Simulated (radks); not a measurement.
Results of a calculation; reference values are marked as such.
Polarisability of neutral antimony, [Kr] 4d10 5s2 5p3, at imaginary frequency. Code: a radial shooting solver on a logarithmic mesh with Libxc functionals. Model: non-relativistic Kohn-Sham, LDA (Slater exchange, Perdew-Wang correlation), spin-polarised, spherical densities, point nucleus; open shells are filled with parallel spins first (spin-orbit coupling, left out, can overturn this in heavy ions); relativity is left out, which matters for an element this heavy. Response by self-consistent Sternheimer equations with the Hartree and adiabatic LDA kernel.

| w (hartree) | alpha1(iw) (bohr^3) |
|---|---|
| 0.00266 | 47.55 |
| 0.0143 | 47.42 |
| 0.0360 | 46.73 |
| 0.0697 | 44.65 |
| 0.118 | 40.29 |
| 0.186 | 33.46 |
| 0.280 | 25.25 |
| 0.413 | 17.34 |
| 0.605 | 11.02 |
| 0.892 | 6.621 |
| 1.35 | 3.828 |
| 2.12 | 2.099 |
| 3.59 | 1.008 |
| 6.94 | 0.3618 |
| 17.5 | 0.07856 |

Static values: alpha1 = 47.55 bohr^3 (7.047 angstrom^3; uncoupled 74.73). C6 = 527.7, triple-dipole C9 = 17830 atomic units. One-pole (London) frequency 4 C6 / (3 alpha1^2) = 0.311 hartree, against 0.205 for minus the highest occupied eigenvalue. The dipole shielding factor is 1.000, as the force sum rule N/Z = 1.000 demands. Recommended static value: 43 bohr^3 (Schwerdtfeger and Nagle, 2023 table).
